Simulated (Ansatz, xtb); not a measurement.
## Two isomers of C5H10O2

We compare X, `CCC1OCCO1`, a singlet, with Y, `CC(C)(C)C(=O)O`, a singlet. Both are isolated molecules in the gas phase, relaxed with PBE-D3(BJ)/def2-SVP; the shapes shown needn't be the lowest conformers.

X (Å):

```xyz
17

C    -1.4045    0.2620    0.2644
C    -1.1339    1.7364   -0.0268
C     0.3310    2.0316   -0.3104
C     2.4235    1.4430    0.2270
C     2.0952    0.7769   -1.1201
O     1.1387    1.6581    0.7876
O     0.8006    1.2803   -1.4347
H    -2.4804    0.0792    0.4537
H    -1.0917   -0.3629   -0.5954
H    -0.8325   -0.0717    1.1521
H    -1.4431    2.3784    0.8251
H    -1.7141    2.0811   -0.9081
H     0.4781    3.1242   -0.5304
H     2.9608    2.4113    0.0738
H     3.0160    0.8103    0.9161
H     2.8221    1.0432   -1.9183
H     2.0602   -0.3334   -1.0321
```

Y (Å):

```
atom    x (Å)    y (Å)    z (Å)
   C   0.5951   0.0979  -0.7829
   C   0.4090   1.1097   0.3554
   C   0.9863   0.5510   1.6741
   C   1.0997   2.4464   0.0082
   C  -1.0910   1.3662   0.5456
   O  -1.9901   0.8550  -0.0949
   O  -1.3346   2.2595   1.5430
   H   1.6741  -0.1034  -0.9385
   H   0.1680   0.4794  -1.7307
   H   0.0877  -0.8593  -0.5540
   H   0.8475   1.2660   2.5077
   H   0.4989  -0.4056   1.9518
   H   2.0720   0.3577   1.5555
   H   0.9626   3.1907   0.8160
   H   0.6953   2.8745  -0.9314
   H   2.1871   2.2802  -0.1341
   H  -2.3122   2.3460   1.5759
```

Question: Estimate E(Y) − E(X) at the level CCSD(T)/def2-SVP + ΔMP2/def2-TZVPP.

Answer: Calculated at CCSD(T)/def2-SVP + ΔMP2/def2-TZVPP: E(Y) − E(X) = −131.3 kJ/mol, so structure Y lies lower.

How the difference moves with the method:

```csv
level,geometry,E(Y) − E(X) (kJ/mol),departure from the last row (kJ/mol),"job, with rough time for the two"
GFN2-xTB,GFN2-xTB,−44.9,+86.4,"optimisation, 0.17 s"
HF/STO-3G,GFN2-xTB,+78.4,+209.7,"single point, 0.4 s"
r2SCAN-D4/def2-SVP,GFN2-xTB,−133.6,−2.3,"single point, 4.1 s"
PBE-D3(BJ)/def2-SVP,PBE-D3(BJ)/def2-SVP,−131.4,−0.1,"optimisation, 19 s"
HF/def2-SVP,PBE-D3(BJ)/def2-SVP,−121.6,+9.7,part of the CCSD(T) run
MP2/def2-SVP,PBE-D3(BJ)/def2-SVP,−158.9,−27.6,part of the CCSD(T) run
CCSD(T)/def2-SVP,PBE-D3(BJ)/def2-SVP,−146.2,−14.9,single point
CCSD(T)/def2-SVP + ΔMP2/def2-TZVPP,PBE-D3(BJ)/def2-SVP,−131.3,,"single point, 94 s"
```

As drawn, Y has 1 C–C, 1 C=O, 1 O–H in place of 3 C–O, 1 C–H. Structure X has a 5-membered ring, Y no ring.

HF/STO-3G puts the two in the other order. The largest departure from CCSD(T)/def2-SVP + ΔMP2/def2-TZVPP is that of HF/STO-3G, 209.7 kJ/mol. The last row adds to CCSD(T) the change of the MP2 difference between the two basis sets, here +14.9 kJ/mol, a large step that makes the value less sure.

With thermal terms from frequencies at re-optimised GFN2-xTB minima (ideal gas, soft modes damped towards free rotors, one conformer each, 298.15 K, 1 atm): the zero-point term adds −3.6 kJ/mol; ΔH is −132.1 and ΔG −135.0 kJ/mol.

The correlated steps freeze 7 core orbitals. Codes used: Ansatz 0.2.0, xtb 6.7.1; the last row on 4 threads of Arm Neoverse V1 on a shared host.
